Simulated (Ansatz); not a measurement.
C2H4Si, SMILES `C=C[SiH]` (excited triplet; C–C–Si–H torsion 0°) (charge 0, multiplicity 3). This triplet is an excited state, 1.00 eV above the relaxed singlet at the level B3LYP/cc-pVTZ // PBE0-D3(BJ)/def2-TZVP (Ansatz, a quantum-chemistry and plane-wave program).

Cartesian coordinates (Å):
```xyz
7

C     -0.9644    -0.1751     0.1910
C      0.0268     0.6372    -0.2152
Si     1.7832     0.1530    -0.2965
H     -0.7816    -1.1978     0.5053
H     -1.9955     0.1630     0.2209
H     -0.2232     1.6516    -0.5175
H      2.1546    -1.2319     0.1120
```
Charge 0, spin multiplicity 3.

Frozen-core energies in 6-31g from Ansatz at a geometry from PBE0-D3(BJ)/def2-TZVP; the HF reference has <S^2> = 2.21 and the T1 diagnostic is 0.037.

| level | energy (Ha) | difference from CCSDT(Q) (mHa) |
|---|---|---|
| HF | -366.83064 | 243.77 |
| MP2 | -367.02359 | 50.83 |
| CCSD | -367.06638 | 8.03 |
| CCSD(T) | -367.07290 | 1.51 |
| CCSDT | -367.07392 | 0.50 |
| CCSDT(Q) | -367.07442 | 0.00 |
